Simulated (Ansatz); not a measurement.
Species: C$_{3}$H$_{7}$N, net charge 0, singlet state. 
Structure (B3LYP-D3(BJ)/def2-TZVP (Ansatz, a quantum-chemistry and plane-wave program) minimum search):
```xyz
11

C     -0.8497    -0.8470     0.0764
C     -1.0015     0.6153    -0.2526
C      0.2265     0.1266     0.4582
N      1.4480     0.0820    -0.3035
H     -0.6250    -1.5170    -0.7419
H     -1.4652    -1.2665     0.8604
H     -1.7210     1.1983     0.3059
H     -0.8762     0.9048    -1.2868
H      0.2917     0.3716     1.5171
H      1.9213     0.9779    -0.2898
H      2.0862    -0.6120     0.0679
```
Charge 0, spin multiplicity 1.

### Question
Give the harmonic wavenumbers at B3LYP-D3(BJ)/def2-TZVP (Ansatz, finite differences of forces, unscaled).

### Answer
264, 401, 413, 772, 801, 837, 845, 897, 1009, 1049, 1075, 1134, 1176, 1200, 1242, 1266, 1410, 1461, 1504, 1660, 3068, 3135, 3139, 3214, 3228, 3483, 3557 cm⁻¹. Zero-point energy 61.8 kcal/mol.

### Question
From these and the geometry, give the ideal-gas thermochemistry at 298.15 K and 1 atm (rigid rotor, harmonic oscillator).

### Answer
Point group Cs, rotational symmetry number 1. Rotational constants 16.44, 6.729, 5.803 GHz. S(trans) 38.05, S(rot) 23.73, S(vib) 4.93, S(elec, spin only) 0.00, S 66.7 cal/(mol K). H(298) - H(0) 3.39 kcal/mol; G - E(el) 45.3 kcal/mol.
